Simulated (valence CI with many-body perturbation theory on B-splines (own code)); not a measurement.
**Bi LXIX in three bases**

Calculated by valence CI with perturbative core correlation (CI+MBPT): five valence electrons over a frozen Dirac-Fock core [Ne], radial functions for each j: 9 s, 9 p, 8 d, 6 f, 3 g, 1 h, with the one-electron correlation potential Σ1, the two-electron term Σ2, the three-electron term Σ3, Breit, model QED; selected CI, second order for the rest, scaled by the run's own slope (own B-spline code, finite nucleus).

The last digits are not significant, and no measured levels were compared; by estimate large intervals hold to a few tenths of a per cent, small ones and those within an open d or f shell to about a per cent. Among the levels kept, up to 1200 cm⁻¹ of a level comes from second order outside the variational space, and about a tenth of that is noise between levels of different J, which matters for small intervals.

The reference run has the lowest level (3s^2 3p1/2^2 3p3/2) J=3/2 and an ionisation energy of 8016.29 eV. Its largest variational space holds 19999 state functions.

Levels are named by their leading jj configuration (3d3/2^4 stands for four electrons in 3d with j = 3/2), which in mixed levels can hold well under half, so a name can repeat and another be missing. Letters in brackets count levels of one name in rising energy.

Changed runs:
A. basis 6 s, 6 p, 5 d, 3 f, 1 g
B. basis 5 s, 5 p, 4 d, 2 f

Excitation energies of the reference run in cm⁻¹, and shifts in cm⁻¹:

```
                             Level  Reference      A      B
        (3s^2 3p1/2^2 3d3/2) J=3/2    2148630   +249   +691
        (3s^2 3p1/2^2 3d5/2) J=5/2    3394430   +363  +1001
        (3s^2 3p1/2 3p3/2^2) J=3/2    4869640   -143   -469
        (3s^2 3p1/2 3p3/2^2) J=5/2    4976300    +26    +86
        (3s^2 3p1/2 3p3/2^2) J=1/2    5121210    +30   +205
        (3s 3p1/2^2 3p3/2^2) J=5/2    6569400   -173   -494
        (3s 3p1/2^2 3p3/2^2) J=3/2    6828020    -66   -246
        (3s 3p1/2^2 3p3/2^2) J=1/2    6862600    -73    -91
(3s^2 3p1/2 3p3/2 3d3/2) J=5/2 [a]    6989160   +115   +176
(3s^2 3p1/2 3p3/2 3d3/2) J=1/2 [a]    7023250    +17    -57
(3s^2 3p1/2 3p3/2 3d3/2) J=3/2 [a]    7030460    +76   +138
    (3s^2 3p1/2 3p3/2 3d3/2) J=7/2    7102180   +341  +1003
            Ionisation energy (eV)    8016.29  -0.04  -0.16
```
